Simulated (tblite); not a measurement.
Species: SiH3PHPF2, F2H4P2Si.
Structure used (GFN2-xTB), in Å, numbered top down from 1:
```
atom  x, y, z in Å
F1     2.6850    1.4108    0.6955
P2     1.7609    0.2172    0.1083
F3     1.6547    0.8746   -1.3701
P4    -0.1785    0.8827    0.8572
Si5   -1.2864   -0.6425   -0.3861
H6    -0.0299    0.0615    1.9709
H7    -2.5923   -0.7700    0.2570
H8    -0.6072   -1.9412   -0.4248
H9    -1.3927   -0.0872   -1.7331
```

Level: GFN2-xTB in tblite, geometry and Hessian alike; calculated harmonic values, unscaled, isolated species. The method is semi-empirical: single wavenumbers can be off by several per cent or more. Modes of hydrogen on phosphorus and silicon can be 10 to 20 % off. One conformer, not necessarily the lowest.

Harmonic wavenumbers (cm⁻¹): 42.1, 70.4, 99.9, 207.6, 239.1, 341.1, 457.7, 460.5, 473.5, 533.9, 681.1, 698.6, 732.8, 746.2, 752.0, 772.5, 785.1, 2235.4, 2270.4, 2282.7, 2296.2.

A = 4519, B = 1485, C = 1255 MHz; mass 131.953 u (most abundant isotopes); point group C1, symmetry number 1.

Question: What is the zero-point energy?

Answer: Half the sum of the wavenumbers: 8589 cm⁻¹ = 24.56 kcal/mol.

Question: Entropy at 298.15 K, 1 bar (ideal gas, RRHO, classical rotation)?

Answer: Translation 40.57, rotation 28.04, vibration 22.55: S = 91.2 cal/(mol K).

Question: And Cp and H(298.15 K) − H(0)?

Answer: Cp = 29.55 cal/(mol K), of which vibrations give 21.60 (their classical limit is 21 R = 41.7); H(298.15 K) − H(0) = 5.79 kcal/mol without the zero-point energy, 3.42 from vibrations.

Question: Blend soft modes into free rotors: weight 1/[1 + (100 cm⁻¹/ν̃)⁴] for the oscillator and the rest for a rotor with moment μB/(μ + B), μ = h/(8π²ν), B = 10⁻⁴⁴ kg m². What vibrational entropy results?

Answer: 20.11 cal/(mol K) in place of 22.55, which changes −T·S at 298.15 K by +0.73 kcal/mol.

Question: Which modes carry the vibrational entropy at 298.15 K?

Answer: 42.1 cm⁻¹: 5.16; 70.4 cm⁻¹: 4.14; 99.9 cm⁻¹: 3.46; 207.6 cm⁻¹: 2.06; 239.1 cm⁻¹: 1.81; 341.1 cm⁻¹: 1.21 cal/(mol K); the other 15 give 4.71 together.

Question: What must be added to the electronic energy to get the Gibbs energy at 298.15 K and 1 bar?

Answer: ZPE + [H(298.15 K) − H(0)] − T·S = 24.56 + 5.79 − 27.18 = 3.17 kcal/mol.

Question: How do the functions run with temperature in this model?

Answer: 
| T (K) | S (cal/(mol K)) | Cp (cal/(mol K)) | H − H(0) (kcal/mol) | G − H(0) (kcal/mol) | ln q(vib) |
| --- | --- | --- | --- | --- | --- |
| 50 | 57.5 | 12.5 | 0.50 | -2.38 | 0.56 |
| 100 | 67.3 | 16.0 | 1.21 | -5.52 | 1.61 |
| 373.15 | 98.2 | 32.8 | 8.14 | -28.49 | 7.00 |
| 500 | 108.3 | 36.5 | 12.55 | -41.61 | 9.28 |
| 750 | 124.0 | 40.9 | 22.28 | -70.75 | 13.25 |
| 1000 | 136.2 | 43.6 | 32.87 | -103.33 | 16.63 |

q(vib) and H(0) count from the zero-point level.

Hindered rotation and anharmonicity are outside this model. Other conformers, if any are populated, would add a mixing term that is left out. The structure is chiral; the term R ln 2 for an equal mix with its mirror image is left out.
